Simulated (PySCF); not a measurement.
dimethylacetylene (C₄H₆), singlet, at a GFN2-xTB geometry. Base run: SCAN/def2-SV(P) (PySCF).

Geometry (Å):
```xyz
10

C      0.0035     0.0068     2.0472
C      0.0010     0.0020     0.5990
C     -0.0010    -0.0020    -0.5990
C     -0.0035    -0.0068    -2.0472
H     -0.0166     1.0317     2.4179
H     -0.8720    -0.5217     2.4245
H      0.9010    -0.4858     2.4214
H     -0.0249     1.0156    -2.4247
H      0.8927    -0.5019    -2.4212
H     -0.8802    -0.5378    -2.4180
```
All else is at PySCF's defaults.
Base energy -155.76094 Eh.

The base run was repeated with changes; each row names its change, and settings that it needs were set with it.

```csv
change,ΔE vs base (mEh),grid points,electrons on the grid
base,0.000,115320,30.00000
grids.level = 4,2.235,208680,30.00000
grids.level = 0,85.613,8064,29.99044
small_rho_cutoff = 0,0.000,115320,30.00000
grids.becke_scheme = stratmann,-0.005,115320,30.00000
grids.prune = off,0.002,181200,30.00000
"grids.atom_grid = (30, 110)",11.657,24624,29.99987
grids.prune = dft.gen_grid.sg1_prune,-0.026,51160,30.00007
grids.level = 5,1.814,313152,30.00000
grids.radi_method = mura_knowles,1.136,109704,30.00000
grids.radi_method = delley,1.527,123816,30.00000
```
